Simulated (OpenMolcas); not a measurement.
Ni2+ among 6 point charges of -2.2 e arranged as a trigonal antiprism (D3d), with a polar angle of 58.0° against the regular 54.74°. The active orbitals were held to one l.

```yaml
Program: OpenMolcas
Method: CASSCF
Basis: ANO-RCC-VTZP [6s5p3d2f1g]
Scalar_Hamiltonian: DKH2, point nucleus
Active_space: 8 electrons in 5 orbitals (3d)
State_averaging: 2S+1 = 3 even, 10 roots; 2S+1 = 1 even, 15 roots
Spin-orbit_coupling: state interaction with AMFI integrals over the reference wave functions
```

All point charges move together. At R = 1.67 Å the first state of the same spin is 8110 cm-1, and at R = 1.82 Å it is 5406 cm-1.

Problem. A third run gives 3764 cm-1. What distance was it run at?

Solution. With a power law R^-n the two known points give n = -ln(5406 / 8110) / ln(1.82 / 1.67) = 4.72. Then R = 1.67 × (8110 / 3764)^(1/4.72) = 1.965 Å. The run was at 1.96 Å, so the estimate is off by +0.005 Å.

Without dynamic correlation the repulsion within the d shell is too large (B by tens of per cent), so at a given field states of lower spin stand too high. This is an electrostatic model: the charges have no orbitals. No measured value stands beside these numbers.
